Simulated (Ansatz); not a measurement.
System: C$_{3}$H$_{9}$AlO$_{3}$, charge 0, multiplicity 1. SMILES: C[O][Al]([O]C)[O]C
Geometry from a B3LYP-D3(BJ)/def2-TZVP (Ansatz, a quantum-chemistry and plane-wave program) optimisation:
```xyz
16

C      2.1951    -1.8171    -0.0297
O      1.5830    -0.5522    -0.1313
Al     0.0000     0.0000     0.0000
O     -0.3385     1.6361    -0.1919
C      0.4427     2.7771    -0.4615
O     -1.2445    -1.0839     0.3232
C     -2.6378    -0.9600     0.4912
H      1.4727    -2.6118     0.1819
H      2.9392    -1.8060     0.7718
H      2.7073    -2.0578    -0.9656
H      0.1020     3.2500    -1.3870
H      1.5052     2.5366    -0.5685
H      0.3339     3.5017     0.3505
H     -2.9253    -1.3181     1.4839
H     -2.9780     0.0751     0.3866
H     -3.1572    -1.5698    -0.2536
```

Property: atomisation energy (electronic, to ground-state atoms); the coupled-cluster value holds the core correlation from cc-pwCVTZ, in kJ/mol. Cores are frozen in the correlated levels unless marked. Open shells are spin-unrestricted. No spin-orbit coupling. Non-relativistic. CBS marks a two-point X^-3 extrapolation of the correlation energy; Hartree-Fock from the larger set.

Level to compare with: CCSD(T)/CBS(cc-pV(T+d)Z,cc-pV(Q+d)Z) plus the core term (Ansatz), 6331.6 kJ/mol. It is a level with limits of its own, and the differences hold the functionals' basis error too.

Question: Rank these functionals by how close they come to CCSD(T)/CBS(cc-pV(T+d)Z,cc-pV(Q+d)Z), closest first: wB97X-V/def2-TZVPD (Ansatz); r2SCAN0/def2-TZVPD (Ansatz); wB97X/def2-TZVPD (Ansatz).

Answer: wB97X-V/def2-TZVPD (range-separated hybrid with VV10, 6302.8 kJ/mol, difference -28.8), wB97X/def2-TZVPD (range-separated hybrid, 6286.5 kJ/mol, difference -45.1), r2SCAN0/def2-TZVPD (hybrid meta-GGA, 6191.1 kJ/mol, difference -140.5)
